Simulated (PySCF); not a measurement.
# How methods differ on the excitation energy of Be

Be [He] 2s2 (1S) → Be [He] 2s1 3s1 (3S), as a difference of total energies. Computed with PySCF 2.14 in aug-cc-pCVTZ (7s6p4d2f, 59 functions), with the non-relativistic Hamiltonian (point nucleus). Correlated levels: valence: 1s2 frozen; valence and next inner shell: nothing frozen. The calculations carry no spin-orbit coupling.

| method | excitation energy (eV) | error (eV) |
| --- | --- | --- |
| UHF | 5.324 | -1.133 |
| LDA | 6.062 | -0.395 |
| PBE | 6.014 | -0.443 |
| PBE0 | 6.017 | -0.440 |
| r2SCAN | 5.953 | -0.504 |
| MN15 | 6.217 | -0.240 |
| HSE06 | 6.011 | -0.446 |
| wB97M-V | 6.148 | -0.309 |
| wB97X | 6.091 | -0.366 |
| MP2 (valence) | 6.054 | -0.403 |
| SCS-MP2 (valence) | 6.245 | -0.212 |
| MP2 (valence and next inner shell) | 6.079 | -0.378 |
| SCS-MP2 (valence and next inner shell) | 6.267 | -0.190 |

Reference: 6.457 eV (measured; NIST levels).

Errors of the correlated levels include the incompleteness of this basis and the frozen core.
